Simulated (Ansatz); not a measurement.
Conformers of C$_{2}$H$_{8}$ClNOSn, SMILES `C[NH][SnH]([Cl])[O]C`, each relaxed with PBE0-D4/def2-TZVP in Ansatz. CBS adds the triple-zeta coupled-cluster correction to the MP2 limit.

Elements past krypton have def2 core potentials. Outer-core shells of Sn are correlated without core-valence functions. Spin–orbit coupling is left out.

Not all of them had a frequency check.

Conformer A:

```xyz
14

C     1.269   -2.026   -0.835
N     0.128   -1.127   -0.758
Sn   -0.342   -0.304    1.008
Cl    1.551    0.737    1.922
O    -1.647    1.106    0.697
C    -1.274    2.327    0.100
H     1.279   -2.531   -1.805
H     1.178   -2.807   -0.074
H     2.243   -1.540   -0.694
H     0.149   -0.441   -1.502
H    -0.963   -1.407    2.130
H    -1.019    2.208   -0.962
H    -2.128    3.006    0.165
H    -0.424    2.798    0.607
```

Conformer B:

Z-matrix (Å, degrees):
```
C
N 1 1.453
H 1 1.094 2 109.8
H 1 1.092 2 109.6 3 117.3
H 1 1.098 2 114.5 3 -121.5
Sn 2 2.003 1 122.0 3 -159.1
H 2 1.011 1 112.2 3 61.7
O 6 1.947 2 106.0 1 154.0
Cl 6 2.327 2 103.6 1 38.9
H 6 1.699 2 122.6 1 -85.4
C 8 1.411 6 120.2 2 -52.8
H 11 1.096 8 111.6 6 -72.7
H 11 1.093 8 107.9 6 168.6
H 11 1.097 8 112.4 6 49.2
```

(1) Which is lowest in electronic energy at CCSD(T)/CBS (frozen core, def2 sets), and by how much? (Best estimate.)

(2) Give the energies relative to A (kJ/mol) with r2SCAN-D4/def2-TZVPP, ωB97X-V/def2-TZVPP, PBE/def2-TZVPP, r2SCAN/def2-TZVPP, SCS-MP2/def2-TZVPP, MP2/CBS(def2), CCSD/CBS(def2). (Estimate.)

## Answers

(1) Computed: A; B lies 1.1 kJ/mol higher. Gaps under about 2 kJ/mol don't settle the order.

(2) Computed: 
```tsv
level	B
r2SCAN-D4/def2-TZVPP	2.4
ωB97X-V/def2-TZVPP	1.4
PBE/def2-TZVPP	3.0
r2SCAN/def2-TZVPP	2.5
SCS-MP2/def2-TZVPP	1.6
MP2/CBS(def2)	1.0
CCSD/CBS(def2)	1.1
```
